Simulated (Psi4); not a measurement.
GeI3, doublet, geometry from GFN2-xTB (all electrons, no relativity); WB97X/STO-3G (Psi4).

Here is a job for Psi4.
```
memory 2 GB

molecule mol {
0 2
  I     2.252067   -0.944210   -0.111617
  Ge   -0.011190    0.009781    0.775072
  I    -1.938996   -1.479441   -0.165371
  I    -0.306315    2.417746   -0.190980
}

set basis sto-3g
set reference uks
set scf_type pk
set puream true
set d_convergence 1e-8
set dft_radial_points 99
set dft_spherical_points 590

energy('wb97x')
print_variables()
```

Problem. Write the output that Psi4 gives for this input, abridged.

Solution. 
```
   => Loading Basis Set <=

    Name: STO-3G
    Role: ORBITAL
    Keyword: BASIS

         ---------------------------------------------------------
                                   SCF
               by Justin Turney, Rob Parrish, Andy Simmonett
                          and Daniel G. A. Smith
                              UKS Reference
         ---------------------------------------------------------

  ==> Geometry <==

    Molecular point group: c1
    Full point group: C1

    Geometry (in Angstrom), charge = 0, multiplicity = 2:

       Center              X                  Y                   Z               Mass
    ------------   -----------------  -----------------  -----------------  -----------------
         I            2.252000598029    -0.944152046058    -0.107013309813   126.904471900000
         GE          -0.011256401971     0.009838953942     0.779675690187    73.921177761000
         I           -1.939062401971    -1.479383046058    -0.160767309813   126.904471900000
         I           -0.306381401971     2.417803953942    -0.186376309813   126.904471900000

  Running in c1 symmetry.

  Rotational constants: A =      0.01421  B =      0.01421  C =      0.00744 [cm^-1]
  Rotational constants: A =    425.91215  B =    425.91199  C =    223.04669 [MHz]
  Nuclear repulsion = 2086.458873564105488

  Charge       = 0
  Multiplicity = 2
  Electrons    = 191
  Nalpha       = 96
  Nbeta        = 95

  ==> Algorithm <==

  SCF Algorithm Type is PK.
  DIIS enabled.
  MOM disabled.
  Fractional occupation disabled.
  Guess Type is SAD.
  Energy threshold   = 1.00e-06
  Density threshold  = 1.00e-08
  Integral threshold = 1.00e-12

  ==> Primary Basis <==

  Basis Set: STO-3G
    Blend: STO-3G
    Number of shells: 41
    Number of basis functions: 99
    Number of Cartesian functions: 106
    Spherical Harmonics?: true
    Max angular momentum: 2

  ==> DFT Potential <==

   => LibXC <=

    Version 7.1.2
    S. Lehtola, C. Steigemann, M. J. T. Oliveira, and M. A. L. Marques,  SoftwareX 7, 1–5 (2018) (10.1016/j.softx.2017.11.002)

   => Composite Functional: WB97X <=

    wB97X Hyb-GGA Exchange-Correlation Functional

    J.-D. Chai and M. Head-Gordon,  J. Chem. Phys. 128, 084106 (2008) (10.1063/1.2834918)

    Deriv               =              1
    GGA                 =           TRUE
    Meta                =          FALSE

    Exchange Hybrid     =           TRUE
    MP2 Hybrid          =          FALSE

   => Exchange-Correlation Functionals <=

    1.0000   wB97X range-separated functional

   => Exact (HF) Exchange <=

    0.8423            HF,LR [omega = 0.3000]
    0.1577               HF

   => LibXC Density Thresholds  <==

    XC_HYB_GGA_XC_WB97X:  1.00E-14

   => Molecular Quadrature <=

    Radial Scheme          =       TREUTLER
    Pruning Scheme         =           NONE
    Nuclear Scheme         =       TREUTLER

    Blocking Scheme        =         OCTREE
    BS radius alpha        =              1
    Pruning alpha          =              1
    Radial Points          =             99
    Spherical Points       =            590
    Total Points           =         193782
    Total Blocks           =           1508
    Max Points             =            256
    Max Functions          =             60
    Weights Tolerance      =       1.00E-15

  ==> Integral Setup <==

  Using in-core PK algorithm.
   Calculation information:
      Number of atoms:                   4
      Number of AO shells:              41
      Number of primitives:            123
      Number of atomic orbitals:       106
      Number of basis functions:        99

      Integral cutoff                 1.00e-12
      Number of threads:                 1

  Performing in-core PK
  Using 36761175 doubles for integral storage.
  We computed 113032 shell quartets total.
  Whereas there are 371091 unique shell quartets.

  Computing range-separated integrals for PK
  We computed 113032 wK shell quartets total.
  Whereas there are 371091 wK unique shell quartets.

  ==> DiskJK: Disk-Based J/K Matrices <==

    J tasked:                  Yes
    K tasked:                  Yes
    wK tasked:                 Yes
    Omega:               3.000E-01
    Schwarz Cutoff:          1E-12

  Minimum eigenvalue in the overlap matrix is 3.2439528372E-01.
  Reciprocal condition number of the overlap matrix is 1.8385982272E-01.
    Using symmetric orthogonalization.

  ==> Pre-Iterations <==

  SCF Guess: Superposition of Atomic Densities via on-the-fly atomic UHF (no occupation information).

   -------------------------
    Irrep   Nso     Nmo
   -------------------------
     A         99      99
   -------------------------
    Total      99      99
   -------------------------

  ==> Iterations <==

                        Total Energy        Delta E     RMS |[F,P]|

   @UKS iter SAD: -22607.34365590599191   -2.26073e+04   0.00000e+00
   @UKS iter   1: -22612.04339045979214   -4.69973e+00   5.42605e-03 DIIS/ADIIS
   @UKS iter   2: -22611.78501022798446    2.58380e-01   6.26373e-03 DIIS/ADIIS
   @UKS iter   3: -22612.24333187845332   -4.58322e-01   1.54404e-03 DIIS/ADIIS
   @UKS iter   4: -22612.26523416117925   -2.19023e-02   3.31595e-04 DIIS/ADIIS
   @UKS iter   5: -22612.26789138430104   -2.65722e-03   9.67737e-05 DIIS
   @UKS iter   6: -22612.26842563411992   -5.34250e-04   5.26710e-05 DIIS
   @UKS iter   7: -22612.26852638670243   -1.00753e-04   1.83859e-05 DIIS
   @UKS iter   8: -22612.26855268236613   -2.62957e-05   8.03566e-06 DIIS
   @UKS iter   9: -22612.26855858457202   -5.90221e-06   3.23603e-06 DIIS
   @UKS iter  10: -22612.26855954454732   -9.59975e-07   1.07385e-06 DIIS
   @UKS iter  11: -22612.26855962607078   -8.15235e-08   3.59741e-07 DIIS
   @UKS iter  12: -22612.26855963455091   -8.48013e-09   1.01019e-07 DIIS
   @UKS iter  13: -22612.26855963518028   -6.29370e-10   2.24202e-08 DIIS
   @UKS iter  14: -22612.26855963520939   -2.91038e-11   6.30735e-09 DIIS
  Energy and wave function converged.

  ==> Post-Iterations <==

   Electrons on quadrature grid:
      Nalpha   =   96.0000023637 ; deviation = 2.364e-06
      Nbeta    =   95.0000023713 ; deviation = 2.371e-06
      Ntotal   =  191.0000047350 ; deviation = 4.735e-06

   @Spin Contamination Metric:   6.491407089E-03
   @S^2 Expected:                7.500000000E-01
   @S^2 Observed:                7.564914071E-01
   @S   Expected:                5.000000000E-01
   @S   Observed:                5.000000000E-01

    Orbital Energies [Eh]
    ---------------------

    Alpha Occupied:

[...]
    Alpha Virtual:

[...]
    Beta Occupied:

[...]
    Beta Virtual:

[...]
      99A      0.185263

    Final Occupation by Irrep:
              A
    DOCC [    95 ]
    SOCC [     1 ]
    NA   [    96 ]
    NB   [    95 ]

  @UKS Final Energy: -22612.26855963520939

   => Energetics <=

    Nuclear Repulsion Energy =           2086.4588735641054882
    One-Electron Energy =              -35371.3995448226924054
    Two-Electron Energy =               11161.3457369083316735
    DFT Exchange-Correlation Energy =    -488.6736252849555058
    Empirical Dispersion Energy =           0.0000000000000000
    VV10 Nonlocal Energy =                  0.0000000000000000
    Total Energy =                     -22612.2685596352057473

  UHF NO Occupations:
  HONO-2 :   94  A 1.9993197
  HONO-1 :   95  A 1.9981126
  HONO-0 :   96  A 1.0000000
  LUNO+0 :   97  A 0.0018874
  LUNO+1 :   98  A 0.0006803
  LUNO+2 :   99  A 0.0006802

Computation Completed

Properties will be evaluated at   0.000000,   0.000000,   0.000000 [a0]

Properties computed using the SCF density matrix

 Multipole Moments:

 ------------------------------------------------------------------------------------
     Multipole            Electronic (a.u.)      Nuclear  (a.u.)        Total (a.u.)
 ------------------------------------------------------------------------------------

 L = 1.  Multiply by 2.5417464519 to convert [e a0] to [Debye]
 Dipole X            :          0.0140403           -0.0239897           -0.0099494
 Dipole Y            :         -0.0122948            0.0209688            0.0086739
 Dipole Z            :         -0.9761692            1.6616453            0.6854761
 Magnitude           :                                                    0.6856032

 ------------------------------------------------------------------------------------

  Variable Map:
  ----------------------------------------------------------------------------
[...]
  Array Variable Map:
  ----------------------------------------------------------------------------
[...]
[...]
```
